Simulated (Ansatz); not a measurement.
Ansatz (an electronic-structure program) input (B3LYP-D3(BJ)/def2-TZVP):

Ansatz 0.2 input:
```yaml
crystal:
  periodic: [false, false, false]
  atoms:
    - {symbol: N, position_ang: [-1.07507719, 0.23822819, 0.43303185]}
    - {symbol: C, position_ang: [0.23242619, 0.27986572, -0.02358309]}
    - {symbol: O, position_ang: [0.90154781, -0.66954360, -0.33390847]}
    - {symbol: H, position_ang: [-1.71882519, 0.69123646, -0.22418744]}
    - {symbol: H, position_ang: [0.63742601, 1.31832075, 0.00573087]}
basis:
  gaussian:
    orbitals: def2-TZVP
hamiltonian:
  xc: b3lyp
  dispersion: d3bj
magnetization: {spin_polarized: true, initial_magnetization: 1}
phonons: {temperatures: {t_min: 298.15, t_max: 298.15, t_step: 100}}
```

Output:

```
Functional definition: B3LYP
integrals: 0.02 GiB planned
574 factors; their error is unknown
mean field: 0.31 GiB planned
mean field evaluation 1: about -4601.4604 eV, gradient 3.7e1 eV
mean field evaluation 2: about -4591.0151 eV, gradient 6.4e1 eV
mean field evaluation 4: about -4606.2171 eV, gradient 3.8e0 eV
mean field evaluation 8: about -4606.2779 eV, gradient 1.2e-1 eV
mean field evaluation 16: about -4606.2791 eV, gradient 5.8e-4 eV
mean field -4606.27914391 eV, -169.2776362905 hartree, gradient 2.7e-5 eV, S^2 0.753907; 2 other end points of the search recorded, 0 dependent functions left out
the calculation of the forces begins
reference -4606.27932777 eV, -169.2776430474 hartree; 12, 11 occupied and 93, 94 virtual orbitals, 574 factors
these checks for a lower state are left out or cut short: stability, starts, cluster_reference, orbital_swaps, neighbouring_geometries, increment
integrals: 0.02 GiB planned
574 factors; their error is unknown
mean field: 0.31 GiB planned
mean field evaluation 32: about -4606.2790 eV, gradient 2.6e-6 eV
mean field -4606.27899528 eV, -169.2776308284 hartree, gradient 2.7e-6 eV, S^2 0.753912; 0 other end points of the search recorded, 0 dependent functions left out
the calculation of the forces begins
reference -4606.27917911 eV, -169.2776375842 hartree; 12, 11 occupied and 93, 94 virtual orbitals, 574 factors
these checks for a lower state are left out or cut short: stability, starts, cluster_reference, orbital_swaps, neighbouring_geometries, increment
integrals: 0.02 GiB planned
574 factors; their error is unknown
mean field: 0.31 GiB planned
mean field -4606.27901435 eV, -169.2776315294 hartree, gradient 2.7e-6 eV, S^2 0.753903; 0 other end points of the search recorded, 0 dependent functions left out
the calculation of the forces begins
reference -4606.27919825 eV, -169.2776382875 hartree; 12, 11 occupied and 93, 94 virtual orbitals, 574 factors
these checks for a lower state are left out or cut short: stability, starts, cluster_reference, orbital_swaps, neighbouring_geometries, increment
integrals: 0.02 GiB planned
574 factors; their error is unknown
mean field: 0.31 GiB planned
mean field -4606.27911232 eV, -169.2776351297 hartree, gradient 2.8e-6 eV, S^2 0.753904; 0 other end points of the search recorded, 0 dependent functions left out
the calculation of the forces begins
reference -4606.27929622 eV, -169.2776418877 hartree; 12, 11 occupied and 93, 94 virtual orbitals, 574 factors
these checks for a lower state are left out or cut short: stability, starts, cluster_reference, orbital_swaps, neighbouring_geometries, increment
integrals: 0.02 GiB planned
574 factors; their error is unknown
mean field: 0.31 GiB planned
mean field -4606.27910928 eV, -169.2776350178 hartree, gradient 2.6e-6 eV, S^2 0.753911; 0 other end points of the search recorded, 0 dependent functions left out
the calculation of the forces begins
reference -4606.27929311 eV, -169.2776417736 hartree; 12, 11 occupied and 93, 94 virtual orbitals, 574 factors
these checks for a lower state are left out or cut short: stability, starts, cluster_reference, orbital_swaps, neighbouring_geometries, increment
integrals: 0.02 GiB planned
574 factors; their error is unknown
mean field: 0.31 GiB planned
mean field -4606.27907834 eV, -169.2776338809 hartree, gradient 2.7e-6 eV, S^2 0.753907; 0 other end points of the search recorded, 0 dependent functions left out
the calculation of the forces begins
reference -4606.27926218 eV, -169.2776406369 hartree; 12, 11 occupied and 93, 94 virtual orbitals, 574 factors
these checks for a lower state are left out or cut short: stability, starts, cluster_reference, orbital_swaps, neighbouring_geometries, increment
integrals: 0.02 GiB planned
[...]
mean field: 0.31 GiB planned
mean field -4606.27898967 eV, -169.2776306224 hartree, gradient 2.7e-6 eV, S^2 0.753915; 0 other end points of the search recorded, 0 dependent functions left out
the calculation of the forces begins
reference -4606.27917358 eV, -169.2776373808 hartree; 12, 11 occupied and 93, 94 virtual orbitals, 574 factors
these checks for a lower state are left out or cut short: stability, starts, cluster_reference, orbital_swaps, neighbouring_geometries, increment
integrals: 0.02 GiB planned
574 factors; their error is unknown
mean field: 0.31 GiB planned
mean field -4606.27911588 eV, -169.2776352605 hartree, gradient 2.7e-6 eV, S^2 0.753905; 0 other end points of the search recorded, 0 dependent functions left out
the calculation of the forces begins
reference -4606.27929973 eV, -169.2776420168 hartree; 12, 11 occupied and 93, 94 virtual orbitals, 574 factors
these checks for a lower state are left out or cut short: stability, starts, cluster_reference, orbital_swaps, neighbouring_geometries, increment
integrals: 0.02 GiB planned
574 factors; their error is unknown
mean field: 0.31 GiB planned
mean field -4606.27912187 eV, -169.2776354804 hartree, gradient 2.7e-6 eV, S^2 0.753910; 0 other end points of the search recorded, 0 dependent functions left out
the calculation of the forces begins
reference -4606.27930575 eV, -169.2776422380 hartree; 12, 11 occupied and 93, 94 virtual orbitals, 574 factors
these checks for a lower state are left out or cut short: stability, starts, cluster_reference, orbital_swaps, neighbouring_geometries, increment
integrals: 0.02 GiB planned
574 factors; their error is unknown
mean field: 0.31 GiB planned
mean field -4606.27907136 eV, -169.2776336245 hartree, gradient 2.7e-6 eV, S^2 0.753903; 0 other end points of the search recorded, 0 dependent functions left out
the calculation of the forces begins
reference -4606.27925523 eV, -169.2776403816 hartree; 12, 11 occupied and 93, 94 virtual orbitals, 574 factors
these checks for a lower state are left out or cut short: stability, starts, cluster_reference, orbital_swaps, neighbouring_geometries, increment
integrals: 0.02 GiB planned
574 factors; their error is unknown
mean field: 0.31 GiB planned
mean field evaluation 160: about -4606.2780 eV, gradient 2.7e-1 eV
mean field -4606.27909739 eV, -169.2776345808 hartree, gradient 2.7e-6 eV, S^2 0.753911; 0 other end points of the search recorded, 0 dependent functions left out
the calculation of the forces begins
reference -4606.27928125 eV, -169.2776413376 hartree; 12, 11 occupied and 93, 94 virtual orbitals, 574 factors
these checks for a lower state are left out or cut short: stability, starts, cluster_reference, orbital_swaps, neighbouring_geometries, increment
integrals: 0.02 GiB planned
574 factors; their error is unknown
mean field: 0.31 GiB planned
mean field -4606.27912281 eV, -169.2776355151 hartree, gradient 2.7e-6 eV, S^2 0.753912; 0 other end points of the search recorded, 0 dependent functions left out
the calculation of the forces begins
reference -4606.27930667 eV, -169.2776422719 hartree; 12, 11 occupied and 93, 94 virtual orbitals, 574 factors
these checks for a lower state are left out or cut short: stability, starts, cluster_reference, orbital_swaps, neighbouring_geometries, increment
integrals: 0.02 GiB planned
574 factors; their error is unknown
mean field: 0.31 GiB planned
mean field -4606.27911626 eV, -169.2776352744 hartree, gradient 2.7e-6 eV, S^2 0.753903; 0 other end points of the search recorded, 0 dependent functions left out
the calculation of the forces begins
reference -4606.27930013 eV, -169.2776420315 hartree; 12, 11 occupied and 93, 94 virtual orbitals, 574 factors
these checks for a lower state are left out or cut short: stability, starts, cluster_reference, orbital_swaps, neighbouring_geometries, increment
integrals: 0.02 GiB planned
574 factors; their error is unknown
mean field: 0.31 GiB planned
mean field -4606.27909204 eV, -169.2776343843 hartree, gradient 2.7e-6 eV, S^2 0.753906; 0 other end points of the search recorded, 0 dependent functions left out
the calculation of the forces begins
reference -4606.27927593 eV, -169.2776411422 hartree; 12, 11 occupied and 93, 94 virtual orbitals, 574 factors
these checks for a lower state are left out or cut short: stability, starts, cluster_reference, orbital_swaps, neighbouring_geometries, increment
integrals: 0.02 GiB planned
574 factors; their error is unknown
mean field: 0.31 GiB planned
mean field evaluation 192: about -4606.2791 eV, gradient 4.2e-3 eV
mean field -4606.27909137 eV, -169.2776343597 hartree, gradient 2.7e-6 eV, S^2 0.753909; 0 other end points of the search recorded, 0 dependent functions left out
the calculation of the forces begins
reference -4606.27927521 eV, -169.2776411156 hartree; 12, 11 occupied and 93, 94 virtual orbitals, 574 factors
these checks for a lower state are left out or cut short: stability, starts, cluster_reference, orbital_swaps, neighbouring_geometries, increment
integrals: 0.02 GiB planned
574 factors; their error is unknown
mean field: 0.31 GiB planned
mean field -4606.27912071 eV, -169.2776354378 hartree, gradient 2.7e-6 eV, S^2 0.753908; 0 other end points of the search recorded, 0 dependent functions left out
the calculation of the forces begins
reference -4606.27930457 eV, -169.2776421949 hartree; 12, 11 occupied and 93, 94 virtual orbitals, 574 factors
these checks for a lower state are left out or cut short: stability, starts, cluster_reference, orbital_swaps, neighbouring_geometries, increment
integrals: 0.02 GiB planned
574 factors; their error is unknown
mean field: 0.31 GiB planned
mean field -4606.27911102 eV, -169.2776350819 hartree, gradient 2.7e-6 eV, S^2 0.753907; 0 other end points of the search recorded, 0 dependent functions left out
the calculation of the forces begins
reference -4606.27929488 eV, -169.2776418387 hartree; 12, 11 occupied and 93, 94 virtual orbitals, 574 factors
these checks for a lower state are left out or cut short: stability, starts, cluster_reference, orbital_swaps, neighbouring_geometries, increment
integrals: 0.02 GiB planned
574 factors; their error is unknown
mean field: 0.31 GiB planned
mean field -4606.27907077 eV, -169.2776336026 hartree, gradient 2.7e-6 eV, S^2 0.753909; 0 other end points of the search recorded, 0 dependent functions left out
the calculation of the forces begins
reference -4606.27925466 eV, -169.2776403604 hartree; 12, 11 occupied and 93, 94 virtual orbitals, 574 factors
these checks for a lower state are left out or cut short: stability, starts, cluster_reference, orbital_swaps, neighbouring_geometries, increment
integrals: 0.02 GiB planned
574 factors; their error is unknown
mean field: 0.31 GiB planned
mean field -4606.27906341 eV, -169.2776333322 hartree, gradient 2.7e-6 eV, S^2 0.753905; 0 other end points of the search recorded, 0 dependent functions left out
the calculation of the forces begins
reference -4606.27924725 eV, -169.2776400882 hartree; 12, 11 occupied and 93, 94 virtual orbitals, 574 factors
these checks for a lower state are left out or cut short: stability, starts, cluster_reference, orbital_swaps, neighbouring_geometries, increment
integrals: 0.02 GiB planned
574 factors; their error is unknown
mean field: 0.31 GiB planned
mean field evaluation 224: about -4606.2782 eV, gradient 1.8e-4 eV
mean field -4606.27913684 eV, -169.2776360309 hartree, gradient 2.7e-6 eV, S^2 0.753906; 0 other end points of the search recorded, 0 dependent functions left out
the calculation of the forces begins
reference -4606.27932071 eV, -169.2776427878 hartree; 12, 11 occupied and 93, 94 virtual orbitals, 574 factors
these checks for a lower state are left out or cut short: stability, starts, cluster_reference, orbital_swaps, neighbouring_geometries, increment
integrals: 0.02 GiB planned
574 factors; their error is unknown
mean field: 0.31 GiB planned
mean field -4606.27913666 eV, -169.2776360242 hartree, gradient 2.7e-6 eV, S^2 0.753909; 0 other end points of the search recorded, 0 dependent functions left out
the calculation of the forces begins
reference -4606.27932053 eV, -169.2776427811 hartree; 12, 11 occupied and 93, 94 virtual orbitals, 574 factors
Total energy: -4606.37515640 eV, -169.2811646846 hartree
Atom 0 at    -1.075077     0.238228     0.433032 Å, force    -0.000080     0.000044    -0.000095 eV/Å
Atom 1 at     0.232426     0.279866    -0.023583 Å, force     0.000007     0.000022     0.000012 eV/Å
Atom 2 at     0.901548    -0.669544    -0.333908 Å, force    -0.000011    -0.000109    -0.000018 eV/Å
Atom 3 at    -1.718825     0.691236    -0.224187 Å, force     0.000178    -0.000043     0.000095 eV/Å
Atom 4 at     0.637426     1.318321     0.005731 Å, force    -0.000094     0.000086     0.000006 eV/Å
Dipole moment:    -0.336412     0.552696    -0.135845 e Å
Vibrations: 175.71 445.29 835.88 1002.23 1115.72 1369.98 1747.81 2833.79 3413.65 cm⁻¹, zero-point energy 0.802181 eV
```

It need not be the lowest isomer of its formula.
